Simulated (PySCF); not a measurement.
# Converging HgO in the basis (PBE0)

PySCF, UKS reference; triplet, unpaired electrons σ ↑, π ↑; De to Hg + O without counterpoise correction.

```json
{"basis": "def2-SVP", "relativity": "scalar-relativistic core potentials", "functions": "46", "Re (Å)": "2.271", "ωe (cm⁻¹)": "226", "De (eV)": "0.29", "μ (D)": "-1.55"}
{"basis": "cc-pVDZ-PP/cc-pVDZ", "relativity": "scalar-relativistic core potentials", "functions": "52", "Re (Å)": "2.225", "ωe (cm⁻¹)": "252", "De (eV)": "0.34", "μ (D)": "-1.51"}
{"basis": "def2-SVPD", "relativity": "scalar-relativistic core potentials", "functions": "58", "Re (Å)": "2.242", "ωe (cm⁻¹)": "262", "De (eV)": "0.35", "μ (D)": "-2.14"}
{"basis": "def2-TZVPP", "relativity": "scalar-relativistic core potentials", "functions": "90", "Re (Å)": "2.184", "ωe (cm⁻¹)": "290", "De (eV)": "0.37", "μ (D)": "-1.97"}
```

**Question.** How does each smaller set differ from the one with most functions, def2-TZVPP?

**Answer.** def2-SVP: +8.7 pm, -22.1 % in ωe, -0.08 eV in De; cc-pVDZ-PP/cc-pVDZ: +4.1 pm, -13.1 % in ωe, -0.03 eV in De; def2-SVPD: +5.8 pm, -9.7 % in ωe, -0.02 eV in De. All at PBE0; the set with most functions is neither the basis-set limit nor always the best.

A positive dipole means Hg(−)O(+). The bond is weak. Basis-set superposition, not corrected here, can be much of De in a small basis, most of all at correlated wavefunction levels. Functionals without a dispersion term scatter widely for such bonds, and LDA overbinds them. Spin–orbit coupling is left out, which matters for elements this heavy, above all for dissociation energies. The state is the lowest determinant that a PBE0 search found; another state may lie lower at other levels.
